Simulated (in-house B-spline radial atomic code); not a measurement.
**Mn IV (Mn3+): [Ar] 3d3 4s1 (an excited or competing configuration)**

All numbers are computed (non-relativistic Hartree-Fock with fractional occupations, spin-polarised, spherical fractional occupations; point nucleus) with a radial B-spline atomic code at the basis-set limit, not measured.

Z_r = [3n² - l(l+1)]/(2<r>); Z_e = n√(-2ε); the last column is Slater's effective charge. Values are occupation-weighted means over spin.

```csv
shell,electrons,ε (eV),<r> (bohr),Z_r,Z_e,Slater
1s,2,-6594.4,0.06153,24.38,22.02,24.70
2s,2,-842.97,0.2806,21.39,15.74,20.85
2p,6,-725.83,0.2474,20.21,14.61,20.85
3s,2,-149.99,0.8381,16.11,9.96,13.75
3p,6,-112.44,0.8767,14.26,8.62,13.75
3d,3,-52.145,1.001,10.49,5.87,6.30
4s,1,-36.828,2.302,10.43,6.58,5.65
```

The least bound orbital is 4s up at -36.83 eV, and it is also the most diffuse (<r> = 2.302 bohr).

Caution: exact exchange at fractional occupations of open shells leaves self-interaction of up to several eV.
